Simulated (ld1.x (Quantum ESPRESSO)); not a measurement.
## ytterbium, ultrasoft: configuration errors across variants

ld1.x (Quantum ESPRESSO) 7.5 input, shortened:

```
&input
   title='Yb', zed=70., rel=1, dft='PBE', iswitch=3,
   config='[Xe] 4f14 5d0 6s0 6p0'
 /
 &inputp
   pseudotype=3, tm=.true., lloc=-2, rcloc=0.70,
   nlcc=.true., rcore=0.90
 /
8
6S  1  0   0.00   0.00  1.55  1.70  0.0
6S  1  0   0.00  -0.45  1.55  1.70  0.0
6P  2  1   0.00   0.00  2.75  3.70  0.0
6P  2  1   0.00  -0.40  2.75  3.70  0.0
5D  3  2   0.00   0.00  1.80  2.10  0.0
5D  3  2   0.00  -0.35  1.80  2.10  0.0
4F  4  3  14.00   0.00  0.65  0.90  0.0
4F  4  3   0.00  -0.30  0.65  0.90  0.0
 &test
   configts(1)='4f14 5d0 6s0 6p0'
 /
```

All-electron excitation energies from the reference (eV): (1) 4f13 5d0 6s0 6p0 26.585; (2) 4f14 5d0 6s0 6p1 -8.457; (3) 4f12 5d0 6s0 6p0 72.996; (4) 4f14 5d1 6s0 6p0 -9.304.

The overlap operator is not positive definite (basis up to 400 Ry) in “waves 6s (bound): rcut 1.55, rcutus 2.00 bohr; 6s channel at -0.45 Ry: rcut 1.55, rcutus 2.00 bohr”, “waves 6p (bound): rcut 2.75, rcutus 5.12 bohr; 6p channel at -0.4 Ry: rcut 2.75, rcutus 5.12 bohr”. Such files are unfit for use, however small their errors in these radial tests.

Tests that are not counted but printed errors over 1 eV. “base”: 4f14 5d0 6s2 6p0 (solver errors, printed error -3387 eV); 4f13 5d1 6s2 6p0 (solver errors, printed error -11.7 eV); 1 more. “waves 6s (bound): rcut 1.55, rcutus 2.00 bohr; 6s channel at -0.45 Ry: rcut 1.55, rcutus 2.00 bohr”: 4f14 5d0 6s2 6p0 (solver errors, printed error -3387 eV); 4f13 5d1 6s2 6p0 (solver errors, printed error -11.7 eV); 1 more. “all radii but the core radius scaled by about 0.97 (s 1.64, p 3.58, d 2.04, f 0.88 bohr, rcut 1.50/2.66/1.74/0.62); local potential all-electron potential smoothed inside 0.68 bohr (lloc = -2)”: 4f14 5d0 6s2 6p0 (solver errors, printed error -3401 eV); 4f14 5d0 6s0 6p1 (pseudo-atom not self-consistent, printed error -21.8 eV); 1 more. “local potential all-electron potential smoothed inside 1.00 bohr (lloc = -1)”: 4f14 5d0 6s2 6p0 (solver errors, printed error -3390 eV); 4f14 5d0 6s1 6p0 (solver errors, printed error -3.0 eV). “type TM; waves now 6s (bound): rc 1.70 bohr; 6p (bound): rc 3.70 bohr; 5d (bound): rc 2.10 bohr; 4f (bound): rc 0.90 bohr; local potential all-electron potential smoothed inside 1.60 bohr (lloc = -1)”: 4f14 5d0 6s2 6p0 (solver errors, printed error -3358 eV); 4f13 5d1 6s2 6p0 (solver errors, printed error -3157 eV); 1 more.

2 further variants failed, have other tests or too few solved ones, and are left out.

A true bound ghost makes a file unfit for plane-wave use even where its test errors are small: the radial tests pick states by their node count and pass the ghost by. Where a test does run into it, the solver fails or the error is huge.

Errors AE − PS in meV (a dash: test not solved or not reliable):

```csv
change,(1),(2),(3),(4),bound ghosts
base,-1059,-2.1,-5178,-60,"p, s"
"waves 6s (bound): rcut 1.55, rcutus 2.00 bohr; 6s channel at -0.45 Ry: rcut 1.55, rcutus 2.00 bohr",-1059,-2.1,-5178,-60,"p (s not tested, overlap not positive)"
"all radii but the core radius scaled by about 0.97 (s 1.64, p 3.58, d 2.04, f 0.88 bohr, rcut 1.50/2.66/1.74/0.62); local potential all-electron potential smoothed inside 0.68 bohr (lloc = -2)",-1059,–,-5180,-60,"s, p"
local potential all-electron potential smoothed inside 1.00 bohr (lloc = -1),-1059,-2.1,-5179,-60,"p, s"
type TM; waves now 6s (bound): rc 1.70 bohr; 6p (bound): rc 3.70 bohr; 5d (bound): rc 2.10 bohr; 4f (bound): rc 0.90 bohr; local potential all-electron potential smoothed inside 1.60 bohr (lloc = -1),-1198,–,-5888,-61,"s, p"
"waves 6p (bound): rcut 2.75, rcutus 5.12 bohr; 6p channel at -0.4 Ry: rcut 2.75, rcutus 5.12 bohr",-1059,–,-5178,-60,"s (p not tested, overlap not positive)"
```

Question: Give the same row for: local potential all-electron potential smoothed inside 3.94 bohr (lloc = -2).

Answer: -1435, -2.5, -7246, -67; bound ghosts: s. Not counted: 4f14 5d0 6s2 6p0 (solver errors, printed error -3397 eV); 4f13 5d1 6s2 6p0 (solver errors, printed error -3383 eV); 1 more.
